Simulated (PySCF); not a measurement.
Compound: KBr.
Cartesian coordinates in Å at the PBE0-D3(BJ)/def2-SVP level; atoms count from 1:
```
atom  x, y, z in Å
K1    -1.3061    0.4371   -0.2885
Br2    1.3235   -0.4659    0.2763
```

Level of theory: PBE0-D3(BJ)/def2-SVP geometry optimisation, gas phase in PySCF 2.14.0.

Masses are those of the commonest isotopes; rigid-rotor values at the optimised geometry. 

Q: What are the moment of inertia and the rotational constant?

A: I = 209.959 u·Å², B = 505379 MHz·u·Å²/I = 2407 MHz (0.0803 cm⁻¹, or 0.116 K as hB/k). For two atoms I = μr² with μ = 26.0850 u and r = 2.8371 Å.

Q: List the first levels of a rigid rotor in a Σ state.

A: E(J) = BJ(J+1): J = 1: 0.161, J = 2: 0.482, J = 3: 0.963, J = 4: 1.606, J = 5: 2.409, J = 6: 3.372 cm⁻¹.

Q: Where do the first rotational lines fall?

A: The dipole is 10.32 D; J+1 ← J lies at 2B(J+1): 1 ← 0 at 4.81 GHz, 2 ← 1 at 9.63 GHz, 3 ← 2 at 14.44 GHz, 4 ← 3 at 19.26 GHz, 5 ← 4 at 24.07 GHz, 6 ← 5 at 28.88 GHz.

Stationary, but not proved a minimum. Constants of a rigid frame at the computed geometry: no zero-point averaging, no centrifugal distortion.

On one thread, Intel Xeon Platinum 8375C at 2.90 GHz (x86_64), no GPU, on a shared host, this took 5.9 s wall and 0.27 GiB of memory at its peak. That covers the optimisation of the geometry.
